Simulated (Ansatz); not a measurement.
Basis-set extrapolation for CH₆BNSSi (`C[SiH]1SB1N`) (PBE0-D4/def2-TZVP geometry, frozen core, Ansatz 0.2.0). Multiplicity 1, RHF reference.

```
                      def2-TZVPP   def2-QZVPP
                 HF  -807.104804  -807.130078
    MP2 correlation    -0.777645    -0.834725
CCSD(T) correlation    -0.863693      not run
```

Energies in hartree. Use E(X) = E(∞) + A·exp(−7.88·√X) for Hartree–Fock and E(X) = E(∞) + B·X^(−2.97) for correlation, with X = 3 and 4, and add CCSD(T) minus MP2 of the smaller set to the MP2 limit.

**Question.** What is the CCSD(T) energy at the basis-set limit?

**Answer.** HF limit: -807.130078 + (-0.025274) × 0.13774 = -807.13356. MP2 limit: -0.834725 + (-0.057080) × 0.74074 = -0.87701. Higher-order term: -0.863693 − (-0.777645) = -0.08605. Total: -808.09662 hartree, 80.4 kcal/mol below CCSD(T)/def2-TZVPP.
